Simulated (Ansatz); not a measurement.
Program: Ansatz. Geometries: PBE0-D4/def2-TZVP. ΔE: electronic, gas phase. CCSD(T)/CBS is the MP2 limit (def2-TZVPP, def2-QZVPP) plus CCSD(T) − MP2 in def2-TZVPP, frozen cores. Functionals use def2-TZVPP. B3LYP here is the variant with VWN-RPA as its local correlation; programs differ in this. One conformer a species, not always the lowest.

Reaction (cleavage of the B–Si bond): `CB[SiH](O)[SiH3]` + `O=C(O)O` → `CBOC(=O)O` + `O[SiH2][SiH3]`

| level | ΔE (kJ/mol) | difference from CCSD(T)/CBS |
| --- | --- | --- |
| PBE-D4 | -117.0 | 17.9 |
| r2SCAN-D4 | -128.6 | 6.3 |
| PBE0-D4 | -122.1 | 12.8 |
| B3LYP-D4 | -134.2 | 0.7 |
| ωB97X-V | -133.6 | 1.3 |
| ωB97M-V | -136.4 | -1.5 |
| B2PLYP | -140.8 | -5.9 |
| PBE | -120.3 | 14.6 |
| r2SCAN | -129.6 | 5.3 |
| PBE0 | -125.2 | 9.7 |
| B3LYP | -139.5 | -4.6 |
| HF/def2-TZVPP | -154.7 | -19.8 |
| MP2/def2-TZVPP | -139.0 | -4.1 |
| SCS-MP2/def2-TZVPP | -142.3 | -7.4 |
| CCSD/def2-TZVPP | -137.9 | -3.0 |
| CCSD(T)/def2-TZVPP | -136.1 | -1.2 |
| HF/def2-QZVPP | -156.3 | -21.4 |
| MP2/def2-QZVPP | -138.9 | -4.0 |
| SCS-MP2/def2-QZVPP | -142.2 | -7.3 |
| HF/CBS(def2) | -156.5 | -21.6 |
| MP2/CBS(def2) | -137.9 | -3.0 |
| CCSD/CBS(def2) | -136.8 | -1.9 |
| CCSD(T)/CBS | -134.9 | 0 |

Largest T1 diagnostic among the species: 0.014.

From PBE to PBE0 (25 % exact exchange), in def2-TZVPP and without D4, ΔE moves by −4.9 kJ/mol. In def2-TZVPP, CCSD(T) changes the Hartree–Fock value by +18.7 kJ/mol (the triples alone add +1.8 kJ/mol) and MP2 by +15.7 kJ/mol. The D4 term adds +5.3 kJ/mol with B3LYP and +3.1 kJ/mol with PBE0; it sums over pairs of atoms, weighted by their polarisabilities, and B3LYP, whose exchange is more repulsive, gets the larger term.
